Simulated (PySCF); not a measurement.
C2H6OSe, SMILES O([Se]C)C at its CAM-B3LYP/def2-SVP optimised geometry (Å):

```
10

Se    -0.9391    -1.2169     0.0000
C      0.9981    -1.2169     0.0000
H      1.3131    -2.2648    -0.1109
H      1.4028    -0.8196     0.9396
H      1.3665    -0.6348    -0.8539
O     -1.1819     0.5746     0.0000
C     -1.2068     1.1964     1.2630
H     -0.2437     1.1051     1.7977
H     -1.4028     2.2648     1.0854
H     -2.0023     0.7949     1.9145
```

Calculation: CAM-B3LYP/def2-TZVP (PySCF). Cells within 0.4 Å of a nucleus heavier than hydrogen are left out (blank, or x).

Map of the HOMO−1 amplitude (bohr^(-3/2)), clipped to [-0.25, 0.25] on the plane z = 0.0 Å; orbital energy -9.22 eV, overall sign arbitrary:

```
|55555444444444444444444444444|
|55555544444444444444444444445|
|55555544444444444444444444455|
|55555544444444444444444444555|
|55555544444444444444444445555|
|55555444444455444444444455555|
|55555444445555554444444555555|
|55554444445555555444445555555|
|55544444445555555554555555555|
|55544444445555555555555555555|
|55444444445666555555555555555|
|55444443214987655555555555555|
|5544444310xx97655555555555555|
|5544444310xx97555555555555555|
|55444443212566554455555555555|
|55544444434455444455555555555|
|55555444555444333455555555555|
|55555555565xx3322xx6555555555|
|5555555566xxx322xxx6655555555|
|55555555676x54333x66555555555|
|55555555666654444455555555555|
|55555555566655444555555555555|
|55555555555555444555555555555|
|55555555555555555555555555555|
|55555555555555555555555555555|
|55555555555555555555555555555|
|55555555555555555555555555555|
|55555555555555555555555555555|
|55555555555555555555555555555|
```
Scale: ten equal steps from -0.250 (start of '0') to 0.250 (end of '9'), in the order '0123456789'; x runs from -4.50 to 4.50, y from -4.50 (bottom) to 4.50 (top).
